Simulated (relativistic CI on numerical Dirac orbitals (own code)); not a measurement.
## Cr⁵⁺ in a cubic cluster: 3s photoemission with charge transfer

Computed with a charge-transfer multiplet model of a cubic metal-ligand cluster with up to 2 ligand holes, Slater and spin-orbit integrals from Dirac-Coulomb-Breit ions, Slater integrals scaled by 0.7. The ground state mixes d1 with configurations of k ligand holes L, whose averages lie at kΔ + k(k − 1)U_dd/2; a core hole lowers each added d electron by U_cd. 300 K, Lorentzian 1.4 eV and Gaussian 0.8 eV FWHM.

Atomic integrals in eV (Slater integrals scaled, ζ unscaled), ground: F2dd 8.205, F4dd 5.167, zeta_d 0.045; with the core hole: F2dd 8.205, F4dd 5.167, zeta_d 0.051, G2cd 8.936. Where a configuration has fewer than two d electrons, the dd integrals are those of d2.

Cluster parameters (eV): U_dd = 6.6, U_cd = 8.4, 10Dq = 0.6, 10Dq(ligand) = 0.6, V(eg) = 3.4, V(t2g) = -1.47, final-state hopping factor = 1.

| Case | n_d | d1 | d2L | d3L2 | S |
| --- | --- | --- | --- | --- | --- |
| Δ = -1.7 eV | 2.03 | 0.20 | 0.57 | 0.23 | 0.50 |
| Δ = -0.7 eV | 1.96 | 0.24 | 0.56 | 0.20 | 0.50 |
| Δ = 0.3 eV | 1.90 | 0.27 | 0.55 | 0.17 | 0.50 |
| Δ = 1.3 eV | 1.83 | 0.32 | 0.54 | 0.15 | 0.50 |
| Δ = 3.3 eV | 1.70 | 0.41 | 0.49 | 0.10 | 0.50 |

Weights, n_d and S are thermal averages at 300 K. Binding energies count from the first peak over 30 % of the highest in each spectrum, which can be another peak from case to case. The parameters are a model scan and need not match a compound or its usual spin state. Peaks in eV (height, largest 100):
- Δ = -1.7 eV: 0.0 (100), 3.7 (36), 7.5 (11), 16.6 (9)
- Δ = -0.7 eV: 0.0 (100), 3.7 (37), 7.6 (10), 16.4 (10)
- Δ = 0.3 eV: 0.0 (100), 3.6 (37), 16.2 (11)
- Δ = 1.3 eV: 0.0 (100), 3.6 (37), 16.0 (11), 19.3 (5)
- Δ = 3.3 eV: 0.0 (100), 3.7 (37), 15.2 (13), 18.7 (6)

For the case Δ = 0.3 eV, Δ = 0.3 eV is smaller than U_dd = 6.6 eV, the charge-transfer side of the Zaanen-Sawatzky-Allen scheme. With the core hole the configuration with one ligand hole lies at Δ − U_cd = -10.1, -9.1, -8.1, -7.1, -5.1 eV from the one without, in the order of the table; where this is negative the screened configuration lies lower, though the effective hopping of about 7.0 eV (from the holes of the mixed ground state) mixes the two strongly wherever it is as large as the gap.

With at most 2 ligand holes the space is cut while the next configuration still counts, so covalency is underestimated, and a final configuration with one more ligand hole, which can lie low, is missing from the spectra.

Without intra-shell correlation the exchange splitting of the 3s hole comes out too large.
